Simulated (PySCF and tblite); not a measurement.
Results of a calculation; reference values are marked as such.
**Conformers and averaged properties: C3H8O3S, numbered as in [CH3:1][CH2:2][CH2:3][S:4](=[O:5])(=[O:6])[OH:7]**

Conformers came from 150 starts (ETKDG and KDG, MMFF94s, GFN2-xTB); geometries are PBE0-D3(BJ)/def2-SVP. Weights use LC-wPBE-D3(BJ)/def2-SVP energies plus GFN2-xTB zero-point and thermal terms (modes under about 100 cm⁻¹ blended into free rotors). Symmetry numbers and mirror images are counted. Conformers within 3 kcal/mol (GFN2-xTB free energy) were kept, 4 at most. GIAO shieldings: WP04/pcSseg-1, grid level 3. Programs: PySCF with density fitting and tblite.

Torsions listed: C1–C2–C3–S4, C2–C3–S4–O7, O5–S4–O7–H7. Of a mirror pair one member is shown.

```json
{"conformer": "1", "shape": "179°, 66°, 126°", "symmetry": "C1 (pair)", "E(GFN2) kcal/mol": "0.51", "E(DFT) kcal/mol": "0.05", "G(298.15 K) kcal/mol": "0.00", "weight %": "36.1", "dipole D": "3.91"}
{"conformer": "2", "shape": "66°, 169°, 2°", "symmetry": "C1 (pair)", "E(GFN2) kcal/mol": "0.00", "E(DFT) kcal/mol": "0.00", "G(298.15 K) kcal/mol": "0.08", "weight %": "31.6", "dipole D": "3.55"}
{"conformer": "3", "shape": "73°, 62°, 123°", "symmetry": "C1 (pair)", "E(GFN2) kcal/mol": "0.55", "E(DFT) kcal/mol": "0.17", "G(298.15 K) kcal/mol": "0.46", "weight %": "16.5", "dipole D": "3.71"}
{"conformer": "4", "shape": "178°, 62°, -1°", "symmetry": "C1 (pair)", "E(GFN2) kcal/mol": "0.51", "E(DFT) kcal/mol": "0.39", "G(298.15 K) kcal/mol": "0.49", "weight %": "15.8", "dipole D": "3.90"}
```

Weights (%) against temperature:

```csv
T (K),1,2,3,4,S(mix) cal/mol/K
250,37.0,33.4,15.5,14.2,3.96
273.15,36.6,32.5,16.0,15.0,3.98
298.15,36.1,31.6,16.5,15.8,4.00
323.15,35.7,30.9,16.9,16.5,4.02
373.15,35.0,29.7,17.7,17.6,4.04
```

Coordinates of conformer 1 (Å):

```xyz
15

C    -2.134    0.065    0.327
C    -0.812    0.220   -0.406
C     0.321   -0.501    0.300
S     1.881   -0.371   -0.550
O     2.886   -1.073    0.216
O     1.694   -0.620   -1.971
O     2.159    1.229   -0.398
H    -2.940    0.589   -0.207
H    -2.425   -0.994    0.413
H    -2.083    0.481    1.345
H    -0.551    1.287   -0.494
H    -0.888   -0.172   -1.432
H     0.151   -1.587    0.369
H     0.512   -0.124    1.316
H     2.226    1.581   -1.299
```

Thermal terms of a conformer that GFN2-xTB lacks, or places elsewhere, come from the nearest GFN2-xTB minimum; such a conformer stays in the set even outside the window.
